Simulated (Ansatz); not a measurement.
CH7AlSi2 (`[AlH2][SiH]1C[SiH2]1`) at its PBE0-D4/def2-TZVP geometry, where that method's forces vanish. Charge 0, multiplicity 1.

```tsv
atom	x (Å)	y (Å)	z (Å)
Al1	0.407	-1.719	-0.986
Si2	0.138	0.652	-1.243
C3	0.373	1.556	0.413
Si4	-0.467	-0.016	0.993
H5	-0.599	-2.581	-1.857
H6	1.734	-2.294	-0.335
H7	-1.285	0.979	-1.597
H8	-0.184	2.483	0.524
H9	1.403	1.654	0.747
H10	0.359	-0.820	1.928
H11	-1.879	0.108	1.413
```

(1) For each bond, give half the difference of the two atoms' forces along it (eV/Å; positive pushes the atoms apart) under PBE-D4, r2SCAN-D4, B3LYP-D4, ωB97M-V in def2-TZVPP. (Best estimate.)

Answers

(1) The calculation gave: 
```tsv
bond	length (Å)	PBE-D4	r2SCAN-D4	B3LYP-D4	ωB97M-V
Al1–Si2	2.400	-0.01	0.01	0.12	0.09
Al1–H5	1.585	0.06	-0.02	-0.10	-0.12
Al1–H6	1.586	0.05	-0.02	-0.09	-0.12
Si2–C3	1.901	0.14	0.08	0.16	0.02
Si2–Si4	2.410	0.15	0.04	0.29	0.09
Si2–H7	1.503	0.13	-0.01	-0.09	-0.11
C3–Si4	1.875	0.09	0.06	0.15	0.05
C3–H8	1.087	0.08	-0.04	-0.08	-0.05
C3–H9	1.087	0.08	-0.04	-0.07	-0.05
Si4–H10	1.484	0.06	-0.02	-0.15	-0.12
Si4–H11	1.478	0.06	-0.02	-0.13	-0.14
```

B3LYP here is the variant with VWN-RPA as its local correlation; programs differ in this.

All numbers were calculated with Ansatz.
